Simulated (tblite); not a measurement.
C4NiO4, singlet, at a GFN2-xTB geometry (such geometries of metal compounds can be far from the true shape); tblite with GFN1-xTB.

tblite was given this input:
```
$ tblite run mol.xyz --method gfn1 --charge 0 --spin 0 --etemp 2000 --json tblite.json --no-restart

# file mol.xyz
9

Ni    -0.00003582    -0.00773716     0.01960940
O      1.93923716     1.49032821    -1.61885180
C      1.19284818     0.91499975    -0.99111156
O      1.44317332    -1.42618256     2.16326098
C      0.88547197    -0.88079153     1.34248493
O     -1.42199832    -1.96263108    -1.66803699
C     -0.87547925    -1.21207300    -1.01987292
O     -1.94751852     1.86910439     1.19287458
C     -1.19927282     1.14744715     0.74402434
```

The log (banner, timings and long lists left out):

```
xTB calculator
 | screened Coulomb repulsion
 | Coulomb electrostatics
 |  * isotropic Klopman-Ohno-Mataga-Nishimoto electrostatics
 |  * onsite third-order electrostatics
 | DFT-D3(BJ) dispersion correction

halogen bonding energy    0.0000000000000E+00 Eh
repulsion energy          3.0785406703781E-01 Eh
dispersion energy        -4.1783889646454E-03 Eh
number of electrons       5.0000000000000E+01 e
integral cutoff           3.3709794708568E+01 bohr

------------------------------------------------------------
  cycle        total energy    energy error   density error
------------------------------------------------------------
      1     -30.66586153383  -3.0969537E+01   8.2185366E-01
      2     -31.23144250310  -5.6558097E-01   4.2950165E-01
      3     -31.26540348721  -3.3960984E-02   2.4115265E-01
      4     -31.27259967115  -7.1961839E-03   8.2350791E-02
      5     -31.28462316342  -1.2023492E-02   1.1865387E-02
      6     -31.28447048543   1.5267799E-04   8.6373193E-03
      7     -31.28450920076  -3.8715330E-05   9.1684811E-03
      8     -31.28463934121  -1.3014044E-04   2.4967751E-03
      9     -31.28464256595  -3.2247445E-06   4.8638623E-04
     10     -31.28464262936  -6.3410443E-08   7.6795870E-05
     11     -31.28464263496  -5.5979363E-09   2.9349474E-05
     12     -31.28464263586  -8.9585939E-10   3.4741115E-06
------------------------------------------------------------

electronic energy        -3.1588318313929E+01 Eh
total energy             -3.1284642635856E+01 Eh

Post processing:
 | Mayer-Wiberg bond orders

[Info] JSON dump of results written to 'tblite.json'
```
